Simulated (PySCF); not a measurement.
B3LYP has the VWN-RPA correlation part, as in Gaussian. Excitations are Tamm–Dancoff values on a coarser integration grid. The basis has no diffuse functions, so Rydberg states are missing or too high.

Z-matrix (Å, degrees):
```
Si
H 1 1.4759
H 1 1.4759 2 110.45
H 1 1.4759 2 110.45 3 122.47
Cl 1 2.0666 2 108.48 3 -118.77
```
Charge 0, spin multiplicity 1.

Problem. What S1–T1 gap (TDA), LUMO and HOMO does B3LYP-D3(BJ)/def2-TZVP (PySCF) give?

Solution. 
The S1–T1 gap (TDA) is 0.39 eV and the LUMO comes out as -0.34 eV. The HOMO comes out as -8.77 eV.
